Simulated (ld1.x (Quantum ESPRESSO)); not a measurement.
What the settings do to the RRKJ potential of Be (Z = 4)

Base potential:

- Element: beryllium (Be)
- Generator: ld1.x (Quantum ESPRESSO) 7.5
- Type: norm-conserving RRKJ (Kleinman–Bylander form)
- Functional: PBE
- Relativity: scalar-relativistic
- Frozen core: [He]
- Valence charge: 2
- Reference configuration: 2s0.5 2p0 (charge +1.5)
- Partial waves: 2s (bound): rc 1.70 bohr; 2p (bound, empty): rc 2.80 bohr; 3d channel at 0.15 Ry: rc 3.00 bohr
- Local potential: all-electron potential smoothed inside 1.60 bohr (lloc = -2)
- Core correction: none

Cutoffs, loose and tight: the cutoffs (Ry, on a coarse ladder) from which the occupation-weighted sum of valence levels, in a spherical-Bessel basis at the reference potential, stays within 10 and 1 mRy of its value at 400 Ry. They do not see the model core or the augmentation charge, which bear on the density cutoff. Test errors are all-electron minus pseudo excitation energies from the reference, over the configurations 2s2 2p0; 2s1 2p0; 2s1.5 2p0; 2s1 2p1; 2s0 2p1; 2s0 2p2. A dash means not determined; rows that change the core or the reference have their own tests.

A true bound ghost makes a file unfit for plane-wave use even where its test errors are small: the radial tests pick states by their node count and pass the ghost by.

```csv
change,outcome,"cutoff, loose","cutoff, tight",bound ghosts,largest test error (meV)
base,generated,12 Ry,21 Ry,none,+181
wave 3d channel at 0.15 Ry: rc 3.00 bohr becomes 3d channel at 0.15 Ry: rc 2.76 bohr,generated,12 Ry,21 Ry,none,+181
local potential all-electron potential smoothed inside 2.15 bohr (lloc = -2),generated,12 Ry,21 Ry,none,+180
non-relativistic,generated,12 Ry,21 Ry,none,+181
type TM; local potential the s channel,generated,8 Ry,15 Ry,none,+183
wave 2p (bound): rc 2.80 bohr becomes 2p (bound): rc 2.14 bohr,generated,12 Ry,21 Ry,none,+171
"all radii scaled by about 1.25 (s 2.14, p 3.50, d 3.76 bohr); local potential all-electron potential smoothed inside 2.00 bohr (lloc = -2)",generated,10 Ry,18 Ry,none,+288
```

Problem. What comes out with this change to the base: wave 3d channel at 0.15 Ry: rc 3.00 bohr becomes 3d channel at 3.22 Ry: rc 3.00 bohr?

Solution. outcome: generated; cutoff, loose: 12 Ry; cutoff, tight: 21 Ry; bound ghosts: d; largest test error (meV): +181.

Problem. What comes out with this change to the base: core correction a·sin(br)/r model core inside 0.74 bohr?

Solution. outcome: generated; cutoff, loose: 12 Ry; cutoff, tight: 21 Ry; bound ghosts: none; largest test error (meV): +87.

Problem. What comes out with this change to the base: reference 2s2 2p0?

Solution. outcome: generated; cutoff, loose: 15 Ry; cutoff, tight: 25 Ry; bound ghosts: none; largest test error (meV): -58.
